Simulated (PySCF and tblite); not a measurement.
The numbers below are computed, except where a source is named.
# Dynamics report: rotation

System: C2H6BF2N, numbered as in [CH3:1][N:2]([CH3:3])[B:4]([F:5])[F:6].

Motion: rotation about the B4–N2 bond (torsion F5–B4–N2–C1 from 180° to 360°, rising). Level: CAM-B3LYP/pcSseg-1 + D3(BJ) on GFN2-xTB stationary points, with GFN2-xTB thermal terms. Rates follow Eyring's equation with the number of equivalent paths and no tunnelling. Programs: tblite and PySCF.

| point | symmetry | E(GFN2) kcal/mol | E(DFT) kcal/mol | ZPE change kcal/mol | lowest mode cm⁻¹ | dipole D |
| --- | --- | --- | --- | --- | --- | --- |
| start | C2v | 0.0 | 0.0 | 0.00 | 126 | 2.94 |
| saddle | Cs | 21.8 | 22.3 | -1.01 | 149i | 2.09 |
| end | C2v | 0.0 | 0.0 | 0.00 | 126 | 2.94 |

* Electronic barrier: 22.3 kcal/mol
* Barrier with zero-point energy: 21.3 kcal/mol
* ΔH‡ (298 K): 21.0 kcal/mol
* ΔS‡ (298 K, symmetry apart): -1.4 cal/(mol K)
* Paths: 4 equivalent paths
* End point: the same structure with atoms interchanged, or its mirror image
* Mean lifetime of the start against this motion at 298 K: 3.5 min
* Cost: 49 s on 1 thread of Arm Neoverse N1 (shared host) (rough), peak memory 0.67 GiB, launched as `OMP_NUM_THREADS=1 python ens_run.py task.json out`

```csv
T/K,ΔG‡ kcal/mol,k s⁻¹
150,21.3,1.2×10⁻¹⁸
200,21.3,8.4×10⁻¹¹
250,21.4,4.3×10⁻⁶
298,21.4,0.0048
350,21.5,1.1
400,21.6,52
500,21.8,1.2×10⁴
```

ΔG and ΔG‡ leave out symmetry numbers and mirror images; rates count paths: 4 out.
